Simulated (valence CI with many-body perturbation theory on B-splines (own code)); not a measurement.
# Dy26+: M1 decay

Level of theory: valence CI with perturbative core correlation (CI+MBPT): four valence electrons over a frozen Dirac-Fock core [Kr], a basis of 9 s, 9 p, 10 d, 8 f, 5 g, 3 h, 1 i functions for each j, with the one-electron correlation potential Σ1 (screened to all orders), the two-electron term Σ2, the three-electron term Σ3, Breit, model QED; selected single and double excitations, second order for the rest (own B-spline code, finite nucleus).

The last digits are not significant, and no measured levels were compared; by estimate large intervals hold to a few tenths of a per cent, small ones and those within an open d or f shell to about a per cent. Only levels of the ground parity were solved; by the run's estimate the other parity begins above the list, which can be wrong where configurations are misplaced.

Lines 51 to 100 of 120 in falling wavelength, among levels below 53.711 eV, chosen from the decays that carry over 1 % of a level's rate. Wavelengths and rates use the calculated energies. Weak lines are less certain than strong ones. Lines between different terms over intervals too small for the method are left out, as are lines whose strength nearly cancels. The highest levels of a list are the least certain. Branching is blank where the lifetime is uncertain.

Levels are named by their leading jj configuration (3d3/2^4 stands for four electrons in 3d with j = 3/2), which in mixed levels can hold well under half, so a name can repeat and another be missing. Letters in brackets count levels of one name in rising energy.

| λ vac (nm) | Upper | Lower | Type | A (s⁻¹) | Branch % |
| --- | --- | --- | --- | --- | --- |
| 129.0 | (4d3/2^2 4d5/2^2) J=0 [a] | (4d3/2^3 4d5/2) J=1 | M1 | 1.82e+04 | 100.0 |
| 128.5 | (4d3/2 4d5/2^3) J=3 [a] | (4d3/2^2 4d5/2^2) J=3 [a] | M1 | 6.32e+03 |  |
| 126.9 | (4d3/2 4d5/2^3) J=5 | (4d3/2^2 4d5/2^2) J=5 | M1 | 2.32e+03 | 30.0 |
| 125.8 | (4d3/2 4d5/2^3) J=3 [a] | (4d3/2^2 4d5/2^2) J=2 [a] | M1 | 8.09e+03 |  |
| 124.9 | (4d3/2^2 4d5/2^2) J=1 | (4d3/2^3 4d5/2) J=2 | M1 | 7.89e+03 | 93.8 |
| 123.5 | (4d3/2 4d5/2^3) J=2 [a] | (4d3/2^2 4d5/2^2) J=2 [b] | M1 | 2.41e+03 | 15.3 |
| 122.3 | (4d3/2^2 4d5/2^2) J=4 [b] | (4d3/2^3 4d5/2) J=3 | M1 | 9.43e+02 | 70.2 |
| 122.0 | (4d3/2 4d5/2^3) J=2 [a] | (4d3/2^2 4d5/2^2) J=3 [b] | M1 | 3.77e+03 | 23.9 |
| 120.8 | (4d3/2 4d5/2^3) J=2 [b] | (4d3/2 4d5/2^3) J=3 [a] | M1 | 1.88e+03 | 14.6 |
| 120.6 | (4d3/2 4d5/2^3) J=6 | (4d3/2^2 4d5/2^2) J=5 | M1 | 3.99e+03 | 55.5 |
| 119.7 | (4d3/2^2 4d5/2^2) J=3 [b] | (4d3/2^3 4d5/2) J=3 | M1 | 4.70e+02 | 10.1 |
| 119.2 | (4d3/2 4d5/2^3) J=3 [b] | (4d3/2^2 4d5/2^2) J=2 [b] | M1 | 1.99e+03 |  |
| 118.2 | (4d3/2^2 4d5/2^2) J=2 [b] | (4d3/2^3 4d5/2) J=3 | M1 | 2.54e+01 | 1.4 |
| 117.7 | (4d3/2 4d5/2^3) J=3 [b] | (4d3/2^2 4d5/2^2) J=3 [b] | M1 | 3.95e+03 |  |
| 115.4 | (4d3/2 4d5/2^3) J=3 [c] | (4d3/2^2 4d5/2^2) J=2 [c] | M1 | 2.40e+03 |  |
| 115.3 | (4d3/2 4d5/2^3) J=3 [b] | (4d3/2^2 4d5/2^2) J=4 [b] | M1 | 1.44e+03 |  |
| 115.0 | (4d3/2^2 4d5/2^2) J=4 [c] | (4d3/2^2 4d5/2^2) J=3 [a] | M1 | 2.89e+03 | 30.9 |
| 114.7 | (4d3/2^2 4d5/2^2) J=4 [b] | (4d3/2^3 4d5/2) J=4 | M1 | 6.62e+01 | 4.9 |
| 114.4 | (4d3/2 4d5/2^3) J=1 [b] | (4d3/2^2 4d5/2^2) J=2 [c] | M1 | 3.53e+03 | 23.0 |
| 113.9 | (4d3/2^2 4d5/2^2) J=2 [a] | (4d3/2^3 4d5/2) J=1 | M1 | 7.84e+03 | 77.8 |
| 113.8 | (4d3/2 4d5/2^3) J=3 [c] | (4d3/2 4d5/2^3) J=4 [a] | M1 | 2.16e+03 |  |
| 112.4 | (4d3/2^2 4d5/2^2) J=3 [b] | (4d3/2^3 4d5/2) J=4 | M1 | 3.84e+03 | 82.0 |
| 109.2 | (4d3/2 4d5/2^3) J=0 | (4d3/2^2 4d5/2^2) J=1 | M1 | 9.88e+03 |  |
| 109.0 | (4d3/2 4d5/2^3) J=1 [a] | (4d3/2^2 4d5/2^2) J=2 [a] | M1 | 7.48e+03 | 32.6 |
| 107.8 | (4d3/2^2 4d5/2^2) J=4 [c] | (4d3/2^2 4d5/2^2) J=4 [a] | M1 | 5.33e+03 | 57.0 |
| 107.1 | (4d3/2 4d5/2^3) J=4 [b] | (4d3/2 4d5/2^3) J=4 [a] | M1 | 5.42e+03 |  |
| 105.6 | (4d3/2^2 4d5/2^2) J=3 [b] | (4d3/2^3 4d5/2) J=2 | M1 | 2.47e+02 | 5.3 |
| 104.4 | (4d3/2^2 4d5/2^2) J=2 [b] | (4d3/2^3 4d5/2) J=2 | M1 | 8.18e+02 | 45.8 |
| 104.1 | (4d3/2 4d5/2^3) J=5 | (4d3/2^2 4d5/2^2) J=4 [a] | M1 | 1.12e+03 | 14.5 |
| 103.4 | (4d3/2 4d5/2^3) J=2 [a] | (4d3/2^2 4d5/2^2) J=1 | M1 | 2.88e+03 | 18.3 |
| 102.5 | (4d3/2 4d5/2^3) J=2 [b] | (4d3/2^2 4d5/2^2) J=2 [c] | M1 | 3.37e+03 | 26.2 |
| 102.5 | (4d3/2^2 4d5/2^2) J=2 [d] | (4d3/2^2 4d5/2^2) J=2 [a] | M1 | 7.10e+01 | 2.9 |
| 98.01 | (4d3/2 4d5/2^3) J=1 [a] | (4d3/2^2 4d5/2^2) J=0 [a] | M1 | 8.64e+03 | 37.7 |
| 88.14 | (4d3/2 4d5/2^3) J=4 [a] | (4d3/2^3 4d5/2) J=3 | M1 | 2.28e+03 | 24.3 |
| 87.74 | (4d3/2 4d5/2^3) J=2 [a] | (4d3/2^2 4d5/2^2) J=3 [a] | M1 | 4.92e+03 | 31.2 |
| 87.22 | (4d3/2^2 4d5/2^2) J=2 [c] | (4d3/2^3 4d5/2) J=3 | M1 | 9.98e+03 | 77.3 |
| 85.52 | (4d3/2 4d5/2^3) J=3 [b] | (4d3/2^2 4d5/2^2) J=3 [a] | M1 | 1.43e+03 |  |
| 85.11 | (4d3/2 4d5/2^3) J=1 [b] | (4d3/2^2 4d5/2^2) J=2 [b] | M1 | 3.66e+02 | 2.4 |
| 84.32 | (4d3/2 4d5/2^3) J=3 [b] | (4d3/2^2 4d5/2^2) J=2 [a] | M1 | 2.38e+02 |  |
| 83.65 | (4d3/2 4d5/2^3) J=3 [c] | (4d3/2^2 4d5/2^2) J=4 [b] | M1 | 3.57e+02 |  |
| 81.66 | (4d3/2^2 4d5/2^2) J=2 [b] | (4d3/2^3 4d5/2) J=1 | M1 | 6.12e+02 | 34.3 |
| 81.49 | (4d3/2 4d5/2^3) J=3 [b] | (4d3/2^2 4d5/2^2) J=4 [a] | M1 | 1.76e+03 |  |
| 81.11 | (4d3/2 4d5/2^3) J=4 [b] | (4d3/2^2 4d5/2^2) J=3 [b] | M1 | 2.91e+03 |  |
| 79.46 | (4d3/2^2 4d5/2^2) J=2 [c] | (4d3/2^3 4d5/2) J=2 | M1 | 2.01e+03 | 15.6 |
| 77.73 | (4d3/2 4d5/2^3) J=2 [b] | (4d3/2^2 4d5/2^2) J=3 [b] | M1 | 1.43e+03 | 11.2 |
| 77.29 | (4d3/2 4d5/2^3) J=3 [a] | (4d3/2^3 4d5/2) J=3 | M1 | 4.81e+02 |  |
| 75.08 | (4d3/2 4d5/2^3) J=1 [b] | (4d3/2^2 4d5/2^2) J=1 | M1 | 1.77e+03 | 11.5 |
| 74.16 | (4d3/2^2 4d5/2^2) J=0 [b] | (4d3/2^2 4d5/2^2) J=1 | M1 | 2.39e+03 |  |
| 72.20 | (4d3/2^2 4d5/2^2) J=4 [c] | (4d3/2^3 4d5/2) J=3 | M1 | 5.16e+02 | 5.5 |
| 71.13 | (4d3/2 4d5/2^3) J=3 [a] | (4d3/2^3 4d5/2) J=2 | M1 | 1.49e+03 |  |
